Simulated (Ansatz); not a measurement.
Cost and result up the ladder for ZnMeI (CH3IZn) (6 atoms). The state is a singlet with charge 0. Geometry: PBE0-D4/def2-TZVP.

```xyz
6

Zn    0.5075   -0.5680   -0.7552
C    -0.4079    0.4564    0.6073
H    -0.7735   -0.2050    1.3948
H    -1.2572    0.9869    0.1732
H     0.2716    1.1864    1.0505
I     1.6596   -1.8567   -2.4705
```

Ansatz on 4 threads of INTEL XEON PLATINUM 8581C on a shared host. Times are rough, and most runs start from the orbitals of an earlier one. CAM-B3LYP-D4/def2-TZVP serves as the yardstick here, not as an exact answer. Differences are given only for rows in sets of like size (and for xTB, whose basis is part of the method), since another set adds its own error. Binding counts from free atoms at the same level (Zn singlet, C triplet, H doublet, I doublet; other spins of the atoms weren't run), without zero-point energy or a counterpoise term.

In the def2 sets I takes a core potential; there is no spin–orbit coupling. B3LYP takes the VWN-RPA correlation. Correlated methods freeze 14 core orbitals; core or outer-core shells of I are correlated, in sets that lack core-valence functions.

Correlated methods converge slowly with the basis.

```
                            level  functions  wall time
                  PBE-D4/def2-SVP         86     0.35 s
                 PBE-D4/def2-TZVP        147     0.55 s
              revPBE-D4/def2-TZVP        147      0.6 s
                 PBE0-D4/def2-SVP         86      0.6 s
                BLYP-D4/def2-TZVP        147     0.65 s
                PBE0-D4/def2-TZVP        147      0.9 s
               B3LYP-D4/def2-TZVP        147      0.9 s
                     HF/def2-TZVP        147      0.9 s
               BHLYP-D4/def2-TZVP        147     0.95 s
                    MP2/def2-TZVP        147     0.95 s
           CAM-B3LYP-D4/def2-TZVP        147      1.1 s
r2SCAN-D4/def2-TZVP (with forces)        147      1.4 s
               CCSD(T)/def2-TZVPP        187       25 s
```

Q: Estimate what each level gives for the binding energy per atom (eV).

A: 
| level | binding energy per atom (eV) | difference from CAM-B3LYP-D4/def2-TZVP (eV) |
| --- | --- | --- |
| PBE-D4/def2-SVP | 3.06 | – |
| PBE-D4/def2-TZVP | 3.01 | 0.04 |
| revPBE-D4/def2-TZVP | 2.93 | -0.04 |
| PBE0-D4/def2-SVP | 3.04 | – |
| BLYP-D4/def2-TZVP | 2.91 | -0.06 |
| PBE0-D4/def2-TZVP | 3.00 | 0.03 |
| B3LYP-D4/def2-TZVP | 2.94 | -0.03 |
| HF/def2-TZVP | 2.25 | -0.72 |
| BHLYP-D4/def2-TZVP | 2.90 | -0.07 |
| MP2/def2-TZVP | 2.95 | -0.02 |
| CAM-B3LYP-D4/def2-TZVP | 2.97 | 0.00 |
| r2SCAN-D4/def2-TZVP (with forces) | 3.01 | 0.05 |
| CCSD(T)/def2-TZVPP | 2.92 | -0.05 |
